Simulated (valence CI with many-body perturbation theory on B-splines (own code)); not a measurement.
## Level structure of Nd⁴⁷⁺

Level of theory: relativistic CI+MBPT: three valence electrons over a frozen Dirac-Fock core [Ne], radial functions for each j: 11 s, 11 p, 10 d, 8 f, 5 g, 2 h, with the one-electron correlation potential Σ1, the two-electron term Σ2, the three-electron term Σ3, Breit, model QED; selected CI, second order for the rest, scaled by the run's own slope (own B-spline code, finite nucleus).

No measured spectrum was set against this ion. As an estimate, large intervals hold to a few tenths of a per cent, small ones and those within an open d or f shell to about a per cent.

Levels 136 to 158 of 158, with energies above the lowest level, (3s^2 3p1/2) J=1/2. "Leading %" is the weight of the configuration and term that name the level; weights of strongly mixed levels are sums over their largest components and can fall short. In the jj column 3d3/2^4 stands for four electrons in 3d with j = 3/2. Lifetimes count E1, E2, E3, M1 and M2 decay at the calculated energies, and are blank where another channel may lead or the interval is too uncertain; long ones can be off by a factor of two.

```csv
No.,Configuration,Term,J,E (eV),Leading %,Lifetime,g,Second component,Leading jj
136,3d3,4P,5/2,1201.3,59,1.11 ps,1.375,25 % 3d3 2D,3d3/2^2 3d5/2 (78 %)
137,3d3,4F,7/2,1205.1,52,1.59 ps,1.071,45 % 3d3 2G,3d3/2 3d5/2^2 (94 %)
138,3d3,4F,9/2,1207.5,54,1.79 ps,1.135,43 % 3d3 2H,3d3/2 3d5/2^2 (94 %)
139,3d3,4P,3/2,1214.2,41,1.45 ps,1.139,41 % 3d3 2D,3d3/2 3d5/2^2 (98 %)
140,3d3,2H,11/2,1215.1,100,2.18 ps,1.083,,3d3/2 3d5/2^2 (100 %)
141,3d3,2P,1/2,1217.1,63,1.38 ps,1.400,37 % 3d3 4P,3d3/2 3d5/2^2 (98 %)
142,3d3,2D,5/2,1219.8,59,1.36 ps,1.175,19 % 3d3 2F,3d3/2 3d5/2^2 (77 %)
143,3d3,2F,5/2,1224.0,44,1.59 ps,1.100,38 % 3d3 2D,3d3/2 3d5/2^2 (94 %)
144,3d3,2F,7/2,1225.6,86,1.68 ps,1.105,12 % 3d3 2G,3d3/2 3d5/2^2 (95 %)
145,3d3,2G,9/2,1238.9,55,2.91 ps,1.136,29 % 3d3 4F,3d5/2^3 (96 %)
146,3d3,2D,3/2,1240.5,50,1.64 ps,1.053,39 % 3d3 2P,3d3/2 3d5/2^2 (66 %)
147,3d3,2D,3/2,1255.7,72,2.04 ps,0.963,19 % 3d3 2P,3d5/2^3 (67 %)
148,3d3,2D,5/2,1263.4,66,2.14 ps,1.155,21 % 3d3 2F,3d5/2^3 (89 %)
149,3s2.4s,2S,1/2,1782.6,98,45.2 fs,1.996,,3s^2 4s (98 %)
150,3s2.4p,2P°,1/2,1837.0,98,186 fs,0.665,,3s^2 4p1/2 (98 %)
151,3s.3p.4s,4P°,1/2,1885.6,87,55.4 fs,2.402,11 % 3s.3p.4s 2P°,3s 3p1/2 4s (99 %)
152,3s2.4p,2P°,3/2,1886.0,61,96.9 fs,1.415,22 % 3s.3p.4s 4P°,3s^2 4p3/2 (61 %)
153,3s.3p.4s,4P°,3/2,1900.8,44,71.8 fs,1.505,37 % 3s2.4p 2P°,3s 3p1/2 4s (60 %)
154,3s.3p.4s,2P°,1/2,1903.7,94,62.1 fs,0.766,6 % 3s.3p.4s 4P°,3s 3p1/2 4s (98 %)
155,3s.3p.4p,4D,1/2,1935.9,71,85.6 fs,0.276,21 % 3s.3p.4p 2P,3s 3p1/2 4p1/2 (99 %)
156,3s.3p.4p,4D,3/2,1943.1,35,27.1 fs,1.067,18 % 3s2.4d 2D,3s 3p1/2 4p1/2 (80 %)
157,3s.3p.4p,4P,1/2,1956.5,52,85.7 fs,2.038,27 % 3s.3p.4p 2S,3s 3p1/2 4p1/2 (97 %)
158,3s2.4d,2D,3/2,1956.9,80,44.5 fs,0.876,10 % 3s.3p.4p 4D,3s^2 4d3/2 (80 %)
```
